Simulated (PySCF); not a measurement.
# Pt(H2S)2 at several levels of theory

Computed with PySCF 2.14.0 (density fitting, no spin-orbit coupling) at the geometry relaxed with r2SCAN:

```xyz
7
Pt(H2S)2 (singlet)
Pt    0.1364    0.0000    0.0000
S     0.2684    0.0269    2.2348
H     0.3785    1.3390    2.5971
H    -1.0131   -0.0268    2.7052
S     0.2684   -0.0269   -2.2348
H     0.3785   -1.3390   -2.5971
H    -1.0131    0.0268   -2.7052
```

| level | basis | state | HOMO (eV) | gap (eV) | charge on Pt1 (e) | dipole about the centre of mass (D) | largest force component (eV/Å) |
| --- | --- | --- | --- | --- | --- | --- | --- |
| r2SCAN | Pt def2-SVP with ECP60, S def2-SVP, H def2-SVP | singlet | -4.46 | 3.89 | -0.46 | 1.32 | 0.01 |
| TPSSh | the same | singlet | -4.80 | 4.45 | -0.47 | 1.28 | 0.24 |
| r2SCAN | Pt def2-TZVP with ECP60, S def2-TZVP, H def2-TZVP | singlet | -4.62 | 3.72 | -0.23 | 1.22 | 0.38 |
| r2SCAN | Pt x2c-SVPall, S x2c-SVPall, H x2c-SVPall | singlet | -4.51 | 3.91 | -0.45 | 1.32 | 0.17 |

Charges are Mulliken's, which hang on the basis. The relaxation used the grid (50, 194), these runs (75, 302) or, all-electron (x2c bases, spin-free X2C Hamiltonian), (99, 590).

Task: A further run in the first row's basis gives HOMO (eV) -5.58, gap (eV) 5.63, charge on Pt1 (e) -0.48, dipole about the centre of mass (D) 1.33, largest force component (eV/Å) 0.20. Which level was it?
A. B3LYP
B. BLYP
C. PBE0

Result: C. The others give HOMO -4.10 eV (BLYP); -5.31 eV (B3LYP).

In the first row's basis the gap widens with exact exchange: 3.4 to 3.9 eV for BLYP, r2SCAN (none); 4.4 to 5.6 eV for TPSSh, B3LYP, PBE0 (a fixed share).

No frequency check is given that shows the relaxed geometry to be a minimum.
